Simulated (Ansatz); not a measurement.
A nudged elastic band was laid between two geometries of CH4AlGa (7 atoms, charge 0, multiplicity 1).

These are results of RKS PBE-D4/def2-SVP (Ansatz 0.2.0), not measurements.

| Property | Result |
| --- | --- |
| movable images | 5 |
| climbing image | yes |
| spring | 5.0 eV/Å² |
| optimiser | quadratic models (default) |
| start path | IDPP |
| force threshold | 0.05 eV/Å |
| iteration limit | 60 |
| end points | relaxed |

Image 0:

```xyz
7
Properties=species:S:1:pos:R:3
C -0.620 0.159 -0.529
Al -0.199 0.737 1.250
Ga 1.178 -0.861 0.104
H -0.960 -0.908 -0.650
H -1.039 0.721 -1.390
H -0.186 2.122 2.051
H 1.826 -1.971 -0.837
```

Image 6:

```xyz
7
Properties=species:S:1:pos:R:3
C -0.624 0.156 -0.521
Al -0.191 0.720 1.262
Ga 1.189 -0.851 0.089
H -1.051 0.740 -1.362
H -0.956 -0.908 -0.676
H -0.195 2.104 2.065
H 1.827 -1.961 -0.858
```

Question: What changes between the two ends?

Answer: No bond is made or broken. The dihedral H4–C1–Al2–Ga3 goes from 69 to -143°. The two ends are copies of one structure, up to a mirror image or an exchange of like atoms.

Question: Give the energies along the band, and the barrier.

Answer: The forces met the threshold. The highest image is number 4 of 0 to 6, 0.135 eV above the ends, which have the same energy within 2 meV. The profile has 2 maxima (images 2, 4) with wells between them (image 3): this band takes more than one step, which may be the mechanism or a detour left from its start path. A vibrational analysis at the climbing image gives one clearly imaginary mode, 253i cm⁻¹: a first-order saddle point.

| image | path coordinate (Å) | energy (eV) | dihedral H4–C1–Al2–Ga3 (°) |
| --- | --- | --- | --- |
| 0 | 0.00 | 0.000 | 69 |
| 1 | 0.93 | 0.051 | 95 |
| 2 | 1.86 | 0.079 | 129 |
| 3 | 2.78 | 0.015 | 150 |
| 4 | 3.71 | 0.135 | -180 |
| 5 | 4.31 | 0.062 | -159 |
| 6 | 4.91 | 0.000 | -143 |

Question: What is the geometry of the highest image?

Answer: 
```xyz
7
Properties=species:S:1:pos:R:3
C -0.818 -0.143 -0.231
Al 0.049 0.656 1.232
Ga 1.523 -0.164 -0.380
H -1.924 -0.211 -0.307
H -0.451 -0.632 -1.167
H -0.285 1.376 2.601
H 1.907 -0.882 -1.749
```

Time of the run: 110 s on 1 thread of Intel(R) Xeon(R) Processor @ 2.70GHz, with other jobs on the host, peak memory 0.13 GiB.
